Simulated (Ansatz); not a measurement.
Ge2O4⁺, relaxed as a doublet with UKS PBE-D4/def2-SVP in Ansatz, starting from the GFN2-xTB geometry. Force threshold 0.02 eV/Å.

The structure holds 2 bonds between oxygen atoms, so isomers without such links may lie far lower. The relaxation made no stability test and no search for a lower SCF solution. Another isomer (doublet) lies 1.70 eV lower at PBE0-D4/def2-TZVP; other spin states weren't run for this one.

Start:

```xyz
6

Ge    1.097   -0.337   -1.350
Ge   -1.009    0.108    1.451
O     0.883    1.111   -0.175
O     1.258   -0.008    0.532
O    -0.860   -1.056   -0.069
O    -1.370    0.181   -0.389
```

Task: Estimate the energy that the relaxation releases and the steps that it takes.

Result: 48.8 kJ/mol, in 7 steps; 9 s on 4 threads of Arm Neoverse V2 on a shared host. No frequencies were taken in this run, so the end may be a saddle point.

Task: Does the start keep its bonding and symmetry?

Result: Bonds formed: Ge1–O5, Ge2–O4 (atoms count from 1). Point group C2 at the start, C2 at the end, both within 0.05 Å.

Task: Predict the relaxed structure.

Result: 
```xyz
6

Ge    1.0668   -0.5938   -1.2034
Ge   -0.8091   -0.1053    1.5086
O     0.8515    1.1796   -0.3154
O     1.1644    0.1891    0.6653
O    -0.8632   -0.9950   -0.3138
O    -1.4104    0.3253   -0.3413
```
Bond lengths: 6 × Ge–O 1.99 to 2.17 Å; 2 × O–O 1.43 Å.
